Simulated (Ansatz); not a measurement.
Cost and result up the ladder for AgSe₂ (the lowest doublet isomer of a short search) (3 atoms). The state is a doublet with charge 0. Geometry: B3LYP-D4/def2-TZVP.

```xyz
3

Ag   -1.189   -1.562   -0.399
Se    1.172    1.404   -0.544
Se    0.017    0.158    0.943
```

Ansatz on 4 threads of Arm Neoverse V2 on a shared host. Times are rough, and most runs start from the orbitals of an earlier one. ωB97M-V/def2-TZVP serves as the yardstick here, not as an exact answer. Differences are given only for rows in sets of like size (and for xTB, whose basis is part of the method), since another set adds its own error. Binding counts from free atoms at the same level (Ag doublet, Se triplet; other spins of the atoms weren't run), without zero-point energy or a counterpoise term.

In the def2 sets Ag takes a core potential; there is no spin–orbit coupling. Correlated methods freeze 18 core orbitals; core or outer-core shells of Ag, Se are correlated, in sets that lack core-valence functions. The rows differ in basis, and correlated rows in double-zeta sets carry the largest basis error. The structure comes from a short search, and lower isomers may exist.

Correlated methods converge slowly with the basis, most of all in double-zeta sets.

```
                          level  functions  binding energy per atom (eV)  difference from ωB97M-V/def2-TZVP (eV)
               PBE0-D4/def2-SVP         95                          1.67                                       –
               B2PLYP/def2-TZVP        136                          1.58                                   -0.02
         CAM-B3LYP-D4/def2-TZVP        136                          1.56                                   -0.04
             PBE0-D4/def2-TZVPD        154                          1.69                                    0.08
               PBE-D4/def2-TZVP        136                          1.86                                    0.26
           r2SCAN-D4/def2-TZVPD        154                          1.76                                    0.16
PBE0-D4/def2-TZVP (with forces)        136                          1.68                                    0.08
               B97M-V/def2-TZVP        136                          1.66                                    0.05
               CCSD(T)/def2-SVP         95                          1.36                                       –
                  MP2/def2-TZVP        136                          1.58                                   -0.02
                PBE-D4/def2-SVP         95                          1.86                                       –
              ωB97M-V/def2-TZVP        136                          1.60                                    0.00
            r2SCAN-D4/def2-TZVP        136                          1.75                                    0.15
              RPA@PBE/def2-TZVP        136                          1.43                                   -0.18
```

(1) Estimate how long each takes.

Answers

(1) PBE-D4/def2-SVP 1.4 s; PBE-D4/def2-TZVP 2.5 s; PBE0-D4/def2-SVP 2.8 s; MP2/def2-TZVP 3.1 s; RPA@PBE/def2-TZVP 4.3 s; PBE0-D4/def2-TZVP (with forces) 4.9 s; PBE0-D4/def2-TZVPD 5 s; r2SCAN-D4/def2-TZVP 6 s; CAM-B3LYP-D4/def2-TZVP 6 s; B2PLYP/def2-TZVP 6.5 s; r2SCAN-D4/def2-TZVPD 7.5 s; B97M-V/def2-TZVP 11 s; CCSD(T)/def2-SVP 12 s; ωB97M-V/def2-TZVP 18 s. On shared hardware such times vary by a factor of up to 3.
